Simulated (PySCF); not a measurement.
Molecule: SMILES C=C[SiH2][SiH2]O. Atoms near the plane z = 0.0 Å, at the GFN2-xTB optimised geometry (x, y, z in Å): C1 (1.3, -0.9, 0.0), C2 (0.0, -0.9, 0.0), Si3 (-1.1, 0.7, 0.0), H6 (1.9, -1.8, 0.0), H7 (1.9, 0.1, 0.0), H8 (-0.5, -1.8, 0.0), H10 (-0.2, 1.8, -0.2).

Calculation: B3LYP/def2-TZVP in PySCF. Cells within 0.4 Å of a nucleus heavier than hydrogen are left out (blank, or x). The values are rescaled to run from 0 to 1.

```
|0000000000000000000000000|
|0000000000011000000000000|
|0001100011222210000000000|
|0111111123333321000000000|
|1122222334555432100000000|
|1222223445666543200000000|
|1222334556787653210000000|
|1223345567788654221100000|
|1223456677887654333211000|
|112456679x877644444432000|
|01345678xxx76554566543100|
|012456679x877656678653200|
|0123456677887767889754200|
|0123345567888888898754200|
|001233456789xx9xxx8754200|
|00012234568xxx9xxx8754200|
|0000112457899888898754210|
|0000012357898777889754210|
|0000002356887656788754200|
|0000001345666544566543100|
|0000000234554433444432100|
|0000000123333222233221000|
|0000000001121100111100000|
|0000000000000000000000000|
|0000000000000000000000000|
```
Scale: ten equal steps from 0.000 (start of '0') to 1.00 (end of '9'), in the order '0123456789'; x runs from -4.00 to 4.00, y from -4.00 (bottom) to 4.00 (top).

Problem. Which quantity is mapped?
(A) an orbital amplitude
(B) log10 of the electron density
(C) Laplacian of the electron density
(D) electron localisation function

Solution. B, log10 of the electron density. In full: log10 of the electron density (e/bohr³), floored at −4.
